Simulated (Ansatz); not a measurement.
A nudged elastic band was laid between two geometries of Al2FH5O2 (10 atoms, charge 0, multiplicity 1).

These are results of RKS PBE-D4/def2-SVP (Ansatz), not measurements.

```
movable images  : 6
climbing image  : no
spring          : 5.0 eV/Å²
optimiser       : quadratic models (default)
start path      : through a guess of the saddle point
force threshold : 0.05 eV/Å
iteration limit : 60
end points      : relaxed
```

First end point:

```xyz
10
Properties=species:S:1:pos:R:3
Al 0.051 0.167 0.321
F -0.172 -1.082 1.430
H 1.310 0.103 -0.638
O -1.526 0.631 -0.560
H -1.743 0.414 -1.481
O -0.294 1.779 1.202
Al -1.904 2.262 0.325
H -3.112 2.172 1.366
H -1.721 3.466 -0.709
H -0.145 1.904 2.155
```

Last end point:

```xyz
10
Properties=species:S:1:pos:R:3
Al 0.049 0.168 0.324
F -0.166 -1.080 1.436
H 1.301 0.102 -0.645
O -1.533 0.625 -0.553
H -1.739 0.419 -1.479
O -0.292 1.782 1.200
Al -1.903 2.262 0.324
H -1.719 3.457 -0.720
H -3.108 2.182 1.369
H -0.148 1.900 2.155
```

(1) What changes between the two ends?

(2) What energy profile does the band end with?

(3) What is the geometry of the highest image?

The band took 24 iterations and of the order of 6 core-minutes.

Results:

(1) No bond is made or broken.  The two ends are copies of one structure, up to a mirror image or an exchange of like atoms.

(2) It converged. The highest image is number 4 of 0 to 7, 0.97 eV above the ends, which have the same energy within 2 meV. No image climbed, so the highest image needn't sit at the top of the path.

```csv
image,path coordinate (Å),energy (eV)
0,0.00,0.00
1,0.88,0.02
2,1.76,0.11
3,2.64,0.57
4,3.52,0.97
5,4.40,0.74
6,5.28,0.22
7,6.16,0.00
```

(3) 
```xyz
10
Properties=species:S:1:pos:R:3:forces:R:3
Al 0.134 0.099 0.380 -0.01 0.00 0.02
F -0.182 -1.147 1.472 -0.01 -0.03 -0.02
H 1.473 0.020 -0.465 0.01 0.01 0.01
O -1.385 0.588 -0.549 -0.01 0.05 -0.04
H -1.982 0.119 -1.154 0.01 0.00 -0.02
O -0.292 1.729 1.137 0.00 0.01 0.03
Al -1.928 2.251 0.271 -0.01 -0.05 0.03
H -3.300 2.223 -0.591 -0.03 -0.05 0.05
H -1.926 3.634 1.115 0.06 0.05 -0.07
H 0.132 2.301 1.796 -0.01 0.00 0.01
```

The run took 3.3 min on 2 threads of Intel(R) Xeon(R) Platinum 8375C CPU @ 2.90GHz (Ice Lake), on a shared host, peak memory 0.17 GiB.
